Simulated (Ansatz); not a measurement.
`C[BH][GeH3]` + H• → `C[B][GeH3]`• + H₂  (hydrogen abstraction from a B–H bond)

Calculated with Ansatz (gas phase, PBE0-D4/def2-TZVP geometries, no zero-point term in ΔE). CCSD(T)/CBS is the MP2 limit (def2-TZVPP, def2-QZVPP) plus CCSD(T) − MP2 in def2-TZVPP, frozen cores. This one scheme is used for every species, atoms too. Open shells (•) are unrestricted, without spin–orbit coupling. Bonds to Ge are less sure, by a few kJ/mol each and by 10 to 20 or more in all where they break to atoms, as the def2 sets lack core-valence functions. Scalar relativity is left out up to krypton.

```
         level  ΔE (kJ/mol)
MP2/def2-QZVPP         -0.3
CCSD/CBS(def2)        -15.5
```

What does CCSD(T)/CBS give? (Estimate.)

Ansatz gave: -14.0 kJ/mol. The listed levels differ from it by 13.7, -1.5 kJ/mol.

Largest T1 diagnostic among the species: 0.013.

At CCSD(T), def2-SVP lies +9.5 kJ/mol from the extrapolated value and def2-TZVPP +0.3 kJ/mol. From BLYP to BHLYP (50 % exact exchange), in def2-TZVPP and without D4, ΔE moves by +11.8 kJ/mol.
